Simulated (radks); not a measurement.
The nuclear charge of the beryllium ion Be+ is varied continuously with 3 electrons held in [He] 2s1. Method: scalar-relativistic Kohn-Sham, PBEsol, spin-polarised, spherical densities, point nucleus; open shells are filled with parallel spins first; computed with a radial shooting solver on a logarithmic mesh with Libxc functionals. By the Hellmann-Feynman theorem dE/dZ = E(electron-nucleus)/Z, the electronic potential at the nucleus. The scalar-relativistic energy here is not variational (the density holds large components alone), so the two differ by a part that grows with Z.

Z    E (hartree)  E(electron-nucleus)/Z (hartree)  HOMO  e(HOMO) (eV)  <r> HOMO (bohr)
3.6    -11.21362                         -7.03569    2s        -9.026            2.689
3.8    -12.66587                         -7.48669    2s       -11.545            2.456
4      -14.20832                         -7.93758    2s       -14.343            2.261
4.2    -15.84094                         -8.38843    2s       -17.417            2.096
4.4    -17.56374                         -8.83926    2s       -20.768            1.954
4.6    -19.37670                         -9.29009    2s       -24.394            1.831
4.8    -21.27984                         -9.74094    2s       -28.294            1.723
5      -23.27315                         -10.1918    2s       -32.469            1.627

The central difference of E at Z = 4 is -7.938 hartree, to compare with the third column; the second derivative is -2.25 hartree.
